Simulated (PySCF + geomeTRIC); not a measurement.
Species: C2H3B, SMILES `BC#C` (charge 0, multiplicity 1).

Q: Give a relaxed geometry from M06-2X/def2-TZVP in PySCF + geomeTRIC.

A: the end point of this relaxation (outside a Z-matrix the atoms follow the SMILES, hydrogens last).
Bond lengths (Å): B1–C2 1.511, B1–H4 1.186, B1–H5 1.186, C2–C3 1.206, C3–H6 1.065. Bond angles (°): C2–B1–H4 119.7, C2–B1–H5 119.7, H4–B1–H5 120.6, B1–C2–C3 179.8, C2–C3–H6 180.0.
